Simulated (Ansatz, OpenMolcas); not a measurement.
**GeO (SMILES [O]=[Ge]): the vertical ionisation energy from total energies**

GeO: 2 atoms, total charge 0, spin state singlet. SMILES: `[O]=[Ge]`. Geometry: relaxed at PBE0-D4/def2-TZVP.

```xyz
2

O     0.0000    0.0000   -0.0230
Ge    0.0000    0.0000    1.5995
```

Both states at this one shape; open shells run unrestricted unless said. 1 Eh = 27.2114 eV.

```tsv
level	program	singlet GeO (Eh)	doublet GeO+ (Eh)	HOMO of the first (eV)
HF/cc-pVDZ	Ansatz	-2150.183619	-2149.850918	-11.43
B3LYP/cc-pVTZ	OpenMolcas	-2152.346264	-2151.939783	-8.27
```

Work out the vertical ionisation energy at each level.


1. HF/cc-pVDZ: -2149.850918 − (-2150.183619) = 0.332701 Eh = 9.05 eV; −ε(HOMO) = 11.43 eV.
2. B3LYP/cc-pVTZ: -2151.939783 − (-2152.346264) = 0.406481 Eh = 11.06 eV; −ε(HOMO) = 8.27 eV.

No measured value is set beside it here; the levels span 9.05 to 11.06 eV. In Hartree–Fock, −ε(HOMO) (Koopmans) exceeds the difference of totals by the orbital relaxation of the ion. Hartree–Fock favours the state with fewer electron pairs, since it lacks pair correlation. All-electron rows are non-relativistic unless named.
